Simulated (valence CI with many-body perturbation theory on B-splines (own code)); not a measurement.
# Ce VIII: calculated level list

Level of theory: configuration interaction combined with many-body perturbation theory (CI+MBPT): five valence electrons over a frozen Dirac-Fock core [Kr] 4d10, radial functions for each j: 7 s, 7 p, 7 d, 7 f, 4 g, 2 h, with the one-electron correlation potential Σ1, the two-electron term Σ2, the three-electron term Σ3, Breit, model QED; selected CI, second order for the rest (own B-spline code, finite nucleus).

No measured levels were compared; by estimate levels hold to about 250 cm⁻¹ or 0.2 % of their energy and the worst to 1 %, as in measured heavy ions of charge 2 to 7; those with d or f electrons hold less well. Among the levels kept, up to 2500 cm⁻¹ of a level comes from second order outside the variational space, and about a tenth of that is noise between levels of different J, which matters for small intervals.

Levels 46 to 90 of 210, with energies above the lowest level, 5s²5p³ ⁴S°_3/2. "Leading %" is the weight of the configuration and term that name the level; weights of strongly mixed levels are sums over their largest components and can fall short. In the jj column 3d3/2^4 stands for four electrons in 3d with j = 3/2. Lifetimes count E1, E2, E3, M1 and M2 decay at the calculated energies, and are blank where another channel may lead or the interval is too uncertain; long ones can be off by a factor of two.

| No. | Configuration | Term | J | E (eV) | Leading % | Second component | Leading jj | Lifetime |
| --- | --- | --- | --- | --- | --- | --- | --- | --- |
| 46 | 4f²5s²5p | ⁴H° | 13/2 | 23.314 | 42 | 35 % 4f²5s²5p ⁴I° | 4f7/2^2 5s^2 5p1/2 (68 %) | 2.55 ms |
| 47 | 4f²5s²5p | ²D° | 3/2 | 23.506 | 47 | 39 % 4f²5s²5p ⁴F° | 4f5/2^2 5s^2 5p1/2 (45 %) | 354 μs |
| 48 | 4f²5s²5p | ⁴G° | 9/2 | 23.573 | 40 | 16 % 4f²5s²5p ²G° | 4f5/2 4f7/2 5s^2 5p1/2 (74 %) | 1.06 ms |
| 49 | 4f²5s²5p | ²D° | 5/2 | 23.581 | 33 | 26 % 4f²5s²5p ⁴D° | 4f5/2 4f7/2 5s^2 5p1/2 (77 %) | 116 μs |
| 50 | 4f²5s²5p | ⁴D° | 7/2 | 23.899 | 56 | 20 % 4f²5s²5p ²F° | 4f7/2^2 5s^2 5p1/2 (78 %) | 28.6 μs |
| 51 | 4f²5s²5p | ²F° | 7/2 | 24.183 | 37 | 30 % 4f²5s²5p ²G° | 4f5/2 4f7/2 5s^2 5p1/2 (57 %) | 120 μs |
| 52 | 5s5p⁴ | ²D | 3/2 | 24.226 | 54 | 14 % 5s5p⁴ ⁴P | 5s 5p1/2 5p3/2^3 (51 %) | 366 ps |
| 53 | 4f²5s²5p | ²H° | 9/2 | 24.250 | 46 | 12 % 4f²5s²5p ⁴G° | 4f7/2^2 5s^2 5p1/2 (77 %) | 1.42 ms |
| 54 | 4f²5s²5p | ²F° | 5/2 | 24.828 | 52 | 21 % 4f²5s²5p ⁴D° | 4f5/2 4f7/2 5s^2 5p1/2 (48 %) | 125 μs |
| 55 | 4f²5s²5p | ⁴D° | 3/2 | 24.958 | 40 | 25 % 4f²5s²5p ²P° | 4f5/2 4f7/2 5s^2 5p1/2 (48 %) | 111 μs |
| 56 | 4f²5s²5p | ²S° | 1/2 | 25.061 | 48 | 24 % 4f²5s²5p ⁴P° | 4f5/2 4f7/2 5s^2 5p1/2 (82 %) | 302 μs |
| 57 | 5s5p⁴ | ²D | 5/2 | 25.110 | 68 | 10 % 5s²5p²5d ²D | 5s 5p1/2 5p3/2^3 (71 %) | 510 ps |
| 58 | 4f²5s²5p | ⁴D° | 1/2 | 25.164 | 68 | 19 % 4f²5s²5p ²S° | 4f5/2^2 5s^2 5p1/2 (49 %) | 65.8 μs |
| 59 | 4f²5s²5p | ²D° | 5/2 | 25.338 | 35 | 24 % 4f²5s²5p ⁴D° | 4f7/2^2 5s^2 5p1/2 (56 %) | 157 μs |
| 60 | 4f²5s²5p | ²I° | 11/2 | 25.419 | 62 | 23 % 4f²5s²5p ²H° | 4f5/2 4f7/2 5s^2 5p1/2 (63 %) | 657 μs |
| 61 | 4f²5s²5p | ²I° | 13/2 | 25.452 | 54 | 39 % 4f²5s²5p ²K° | 4f5/2 4f7/2 5s^2 5p1/2 (67 %) | 1.35 ms |
| 62 | 4f²5s²5p | ²P° | 3/2 | 25.456 | 40 | 36 % 4f²5s²5p ⁴D° | 4f7/2^2 5s^2 5p1/2 (50 %) | 185 μs |
| 63 | 4f²5s²5p | ⁴S° | 3/2 | 25.774 | 66 | 18 % 4f²5s²5p ⁴P° | 4f5/2 4f7/2 5s^2 5p1/2 (51 %) | 8.62 μs |
| 64 | 4f²5s²5p | ⁴H° | 11/2 | 25.871 | 45 | 28 % 4f²5s²5p ⁴I° | 4f5/2 4f7/2 5s^2 5p3/2 (72 %) | 799 μs |
| 65 | 4f²5s²5p | ⁴H° | 9/2 | 25.904 | 35 | 18 % 4f²5s²5p ²H° | 4f5/2^2 5s^2 5p3/2 (64 %) | 562 μs |
| 66 | 4f²5s²5p | ²G° | 7/2 | 25.935 | 41 | 24 % 4f²5s²5p ⁴H° | 4f5/2^2 5s^2 5p3/2 (88 %) | 333 μs |
| 67 | 4f²5s²5p | ⁴I° | 13/2 | 25.990 | 53 | 44 % 4f²5s²5p ⁴H° | 4f5/2 4f7/2 5s^2 5p3/2 (59 %) | 1.25 ms |
| 68 | 4f5s5p³ | ⁶F | 7/2 | 26.055 | 78 | 7 % 4f5s5p³ ⁴F | 4f5/2 5s 5p1/2^2 5p3/2 (45 %) | 6.61 ns |
| 69 | 4f5s5p³ | ⁶F | 5/2 | 26.057 | 80 | 6 % 4f5s5p³ ⁴F | 4f5/2 5s 5p1/2^2 5p3/2 (49 %) | 8.51 ns |
| 70 | 4f5s5p³ | ⁶F | 3/2 | 26.067 | 83 | 8 % 4f5s5p³ ⁴D | 4f5/2 5s 5p1/2^2 5p3/2 (50 %) | 8.91 ns |
| 71 | 4f²5s²5p | ²H° | 9/2 | 26.082 | 40 | 23 % 4f²5s²5p ⁴G° | 4f5/2 4f7/2 5s^2 5p3/2 (80 %) | 894 μs |
| 72 | 4f5s5p³ | ⁶F | 1/2 | 26.094 | 87 | 10 % 4f5s5p³ ⁴D | 4f5/2 5s 5p1/2^2 5p3/2 (49 %) | 12.8 ns |
| 73 | 4f5s5p³ | ⁶F | 9/2 | 26.149 | 79 | 7 % 4f5s5p³ ⁴G | 4f7/2 5s 5p1/2^2 5p3/2 (33 %) | 6.57 ns |
| 74 | 4f²5s²5p | ⁴G° | 11/2 | 26.155 | 54 | 32 % 4f²5s²5p ²H° | 4f5/2 4f7/2 5s^2 5p3/2 (52 %) | 1.05 ms |
| 75 | 4f²5s²5p | ⁴I° | 15/2 | 26.257 | 97 |  | 4f7/2^2 5s^2 5p3/2 (81 %) | 2.70 ms |
| 76 | 4f5s5p³ | ⁶F | 11/2 | 26.370 | 86 | 11 % 4f5s5p³ ⁴G | 4f7/2 5s 5p1/2^2 5p3/2 (52 %) | 9.02 ns |
| 77 | 4f²5s²5p | ⁴F° | 3/2 | 26.677 | 54 | 26 % 4f²5s²5p ²D° | 4f5/2^2 5s^2 5p3/2 (63 %) | 41.4 μs |
| 78 | 4f²5s²5p | ⁴F° | 5/2 | 26.716 | 45 | 25 % 4f²5s²5p ⁴G° | 4f5/2 4f7/2 5s^2 5p3/2 (50 %) | 35.0 μs |
| 79 | 4f²5s²5p | ⁴G° | 7/2 | 26.786 | 36 | 28 % 4f²5s²5p ⁴F° | 4f5/2 4f7/2 5s^2 5p3/2 (79 %) | 81.1 μs |
| 80 | 5s²5p²5d | ⁴F | 3/2 | 26.845 | 32 | 10 % 5s²5p²5d ²P | 5s^2 5p1/2^2 5d3/2 (51 %) | 603 ps |
| 81 | 4f²5s²5p | ⁴F° | 7/2 | 26.962 | 37 | 21 % 4f²5s²5p ⁴G° | 4f5/2 4f7/2 5s^2 5p3/2 (75 %) | 32.2 μs |
| 82 | 4f²5s²5p | ⁴G° | 5/2 | 26.964 | 71 | 14 % 4f²5s²5p ⁴F° | 4f5/2^2 5s^2 5p3/2 (64 %) | 87.8 μs |
| 83 | 4f²5s²5p | ⁴F° | 9/2 | 26.993 | 57 | 17 % 4f²5s²5p ²G° | 4f7/2^2 5s^2 5p3/2 (78 %) | 975 μs |
| 84 | 4f²5s²5p | ⁴G° | 11/2 | 27.097 | 76 | 14 % 4f²5s²5p ²H° | 4f7/2^2 5s^2 5p3/2 (69 %) | 944 μs |
| 85 | 4f²5s²5p | ⁴G° | 9/2 | 27.145 | 64 | 12 % 4f²5s²5p ⁴F° | 4f5/2 4f7/2 5s^2 5p3/2 (86 %) | 561 μs |
| 86 | 4f²5s²5p | ⁴D° | 1/2 | 27.277 | 93 |  | 4f5/2^2 5s^2 5p3/2 (47 %) | 29.8 μs |
| 87 | 4f²5s²5p | ²H° | 11/2 | 27.410 | 51 | 29 % 4f²5s²5p ²I° | 4f5/2^2 5s^2 5p3/2 (59 %) | 566 μs |
| 88 | 4f²5s²5p | ²G° | 7/2 | 27.427 | 42 | 33 % 4f²5s²5p ⁴G° | 4f5/2 4f7/2 5s^2 5p3/2 (66 %) | 346 μs |
| 89 | 5s5p⁴ | ²P | 1/2 | 27.434 | 34 | 30 % 5s5p⁴ ²S | 5s 5p1/2 5p3/2^3 (40 %) | 153 ps |
| 90 | 4f5s5p³ | ⁴F | 5/2 | 27.496 | 47 | 16 % 5s²5p²5d ⁴F | 4f7/2 5s 5p1/2^2 5p3/2 (40 %) | 1.02 ns |

Names give the largest LS component (configuration and term), which can be under half, so a name can repeat, a term be missing and a line seem to break the LS rules; names also repeat where a configuration has a term twice.

Where two levels of one J and parity lie close, their mixing, g and order are uncertain.
